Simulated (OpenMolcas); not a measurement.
# 2s² 2p along the 5-electron sequence

```json
{"Program": "OpenMolcas 26.06", "Method": "SS-CASPT2, IPEA 0.25 Eh, imaginary shift 0.1 Eh", "Basis": "ANO-R2", "Scalar Hamiltonian": "X2C, finite nucleus", "Spin-orbit coupling": "state interaction with AMFI integrals over the reference wave functions, term energies averaged over their components"}
```

Active space for each ion: 3 electrons in 8 orbitals (2s 2p 3s 3p); closed shells correlated by CASPT2: 1s.

Computed levels in cm-1 above ²P°_1/2:

```json
{"Level": "²P°_3/2", "B": "12.6", "C+": "57.8", "N2+": "168", "O3+": "373", "F4+": "720", "Ne5+": "1262"}
{"Level": "weight of ²P° in the lowest level (%)", "B": "100", "C+": "100", "N2+": "100", "O3+": "100", "F4+": "100", "Ne5+": "100"}
```

Measured, with the error of the calculation in %. Measured levels: B, C+ from NIST Handbook of Basic Atomic Spectroscopic Data; N2+ from Moore, Selected Tables of Atomic Spectra, NSRDS-NBS 3, section 5; O3+ from Moore, Selected Tables of Atomic Spectra, NSRDS-NBS 3, section 10; F4+ from Moore, Atomic Energy Levels, vol. I, NSRDS-NBS 35 (1971 reprint of NBS Circular 467, 1949); Ne5+ from NIST levels in Podobedova, Fuhr, Reader and Wiese, J. Phys. Chem. Ref. Data 33, 525 (2004).

```csv
Level,B,C+,N2+,O3+,F4+,Ne5+
²P°_3/2,15.3 (-17.3),63.4 (-8.8),174 (-3.9),386 (-3.4),746 (-3.5),1310 (-3.7)
```

The fine-structure level ²P°_3/2 changes by a factor of 100 from B to Ne5+. Its fourth root runs 1.88, 2.76, 3.60, 4.39, 5.18, 5.96, with steps per unit of Z of 0.87, 0.84, 0.79, 0.79, 0.78; equal steps would mean a (Z - σ)^4 law with constant σ.

Active for correlation alone: 3p 3s; no level in the range computed is led by a configuration that fills them, so any true level of that kind is missing (holds for B; N2+; O3+; F4+; Ne5+). The run also gave levels led by 2s² 3p, which use shells meant for correlation; these and all levels above them are left out (holds for C+). Computed and measured levels are paired by configuration, term and J; levels that our copy of the source lacks, or whose pairing is in doubt (as where it misses far off the trend of its configuration), stay unpaired and out of the deviations. Only configurations of the active space appear.

° marks odd parity.
